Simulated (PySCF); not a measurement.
carbon monosulfide (CS), singlet, geometry from GFN2-xTB; CCSD/6-31G run with PySCF.

Input for PySCF:
```python
from pyscf import gto, scf, cc

mol = gto.M(
    atom='''
C    -0.000000   -0.000000   -1.106311
S     0.000000    0.000000    0.414867
''',
    basis='6-31g',
    charge=0,
    spin=0,
    verbose=4,
)

mf = scf.RHF(mol)
mf.kernel()

mycc = cc.CCSD(mf)
mycc.iterative_damping = 0.8
mycc.kernel()
print('E(CCSD) = %.10f' % mycc.e_tot)
```

What does PySCF print? Leave out banner, timings and long lists.


```
PySCF version 2.14.0

[INPUT] verbose = 4
[INPUT] num. atoms = 2
[INPUT] num. electrons = 22
[INPUT] charge = 0
[INPUT] spin (= nelec alpha-beta = 2S) = 0
[INPUT] symmetry False subgroup None
[INPUT] Mole.unit = angstrom
[INPUT] Symbol           X                Y                Z      unit          X                Y                Z       unit  Magmom
[INPUT]  1 C      0.000000000000   0.000000000000  -1.106311000000 AA    0.000000000000   0.000000000000  -2.090624798594 Bohr   0.0
[INPUT]  2 S      0.000000000000   0.000000000000   0.414867000000 AA    0.000000000000   0.000000000000   0.783985008120 Bohr   0.0

nuclear repulsion = 33.3958368108926
number of shells = 12
number of NR pGTOs = 68
number of NR cGTOs = 22
basis = 6-31g
ecp = {}

******** <class 'pyscf.scf.hf.RHF'> ********
method = RHF
initial guess = minao
damping factor = 0
level_shift factor = 0
DIIS = <class 'pyscf.scf.diis.CDIIS'>
diis_start_cycle = 1
diis_space = 8
diis_damp = 0
SCF conv_tol = 1e-09
SCF conv_tol_grad = None
SCF max_cycles = 50
direct_scf = True
direct_scf_tol = 1e-13
Set gradient conv threshold to 3.16228e-05
Initial guess from minao.
init E= -435.373417127343
  HOMO = -0.274808740958967  LUMO = 0.00499250904158727  gap/eV = 7.61378
cycle= 1 E= -435.202443315226  delta_E= 0.171  |g|= 0.309  |ddm|= 1.69
  HOMO = -0.486791371751904  LUMO = 0.0185125189158836  gap/eV = 13.75002
cycle= 2 E= -435.213822590082  delta_E= -0.0114  |g|= 0.282  |ddm|= 0.69
  HOMO = -0.465910576676454  LUMO = 0.0609688810345815  gap/eV = 14.33712
cycle= 3 E= -435.237218485621  delta_E= -0.0234  |g|= 0.0331  |ddm|= 0.279
  HOMO = -0.462237890756235  LUMO = 0.0704881371537203  gap/eV = 14.49621
cycle= 4 E= -435.237834729566  delta_E= -0.000616  |g|= 0.0103  |ddm|= 0.0977
  HOMO = -0.466499420043404  LUMO = 0.0684632394359806  gap/eV = 14.55708
cycle= 5 E= -435.237933198098  delta_E= -9.85e-05  |g|= 0.00358  |ddm|= 0.0445
  HOMO = -0.46702388869691  LUMO = 0.0682497448607218  gap/eV = 14.56554
cycle= 6 E= -435.237941619242  delta_E= -8.42e-06  |g|= 0.000639  |ddm|= 0.013
  HOMO = -0.467054697805204  LUMO = 0.0683289434963104  gap/eV = 14.56853
cycle= 7 E= -435.237941905537  delta_E= -2.86e-07  |g|= 6.44e-05  |ddm|= 0.00239
  HOMO = -0.467064214251649  LUMO = 0.0683125119410459  gap/eV = 14.56834
cycle= 8 E= -435.237941907573  delta_E= -2.04e-09  |g|= 4.69e-06  |ddm|= 0.000213
  HOMO = -0.467064381963441  LUMO = 0.0683138644237585  gap/eV = 14.56838
cycle= 9 E= -435.237941907585  delta_E= -1.23e-11  |g|= 8e-07  |ddm|= 1.49e-05
  HOMO = -0.46706466054407  LUMO = 0.0683135670192248  gap/eV = 14.56838
Extra cycle  E= -435.237941907586  delta_E= -3.41e-13  |g|= 3.62e-07  |ddm|= 2.7e-06
converged SCF energy = -435.237941907586

******** <class 'pyscf.cc.ccsd.CCSD'> ********
CC2 = 0
CCSD nocc = 11, nmo = 22
max_cycle = 50
direct = 0
conv_tol = 1e-07
conv_tol_normt = 1e-05
diis_space = 6
diis_start_cycle = 0
diis_start_energy_diff = 1e+09
Init t2, MP2 energy = -435.388586241429  E_corr(MP2) -0.150644333843511
Init E_corr(CCSD) = -0.150644333843585
cycle = 1  E_corr(CCSD) = -0.144305085584326  dE = 0.00633924826  norm(t1,t2) = 0.0900936
cycle = 2  E_corr(CCSD) = -0.150813150877841  dE = -0.00650806529  norm(t1,t2) = 0.0260015
cycle = 3  E_corr(CCSD) = -0.154238195385592  dE = -0.00342504451  norm(t1,t2) = 0.0153826
cycle = 4  E_corr(CCSD) = -0.155728285857147  dE = -0.00149009047  norm(t1,t2) = 0.0050192
cycle = 5  E_corr(CCSD) = -0.155566709978918  dE = 0.000161575878  norm(t1,t2) = 0.00154817
cycle = 6  E_corr(CCSD) = -0.155588247182913  dE = -2.1537204e-05  norm(t1,t2) = 0.00025673
cycle = 7  E_corr(CCSD) = -0.155580440723361  dE = 7.80645955e-06  norm(t1,t2) = 6.21175e-05
cycle = 8  E_corr(CCSD) = -0.155581271038878  dE = -8.30315516e-07  norm(t1,t2) = 1.61312e-05
cycle = 9  E_corr(CCSD) = -0.155580981838521  dE = 2.89200356e-07  norm(t1,t2) = 4.76879e-06
cycle = 10  E_corr(CCSD) = -0.155580877338179  dE = 1.04500342e-07  norm(t1,t2) = 1.59484e-06
cycle = 11  E_corr(CCSD) = -0.155580912866787  dE = -3.55286078e-08  norm(t1,t2) = 5.68993e-07
CCSD converged
E(CCSD) = -435.3935228204525  E_corr = -0.1555809128667871
E(CCSD) = -435.3935228205
```
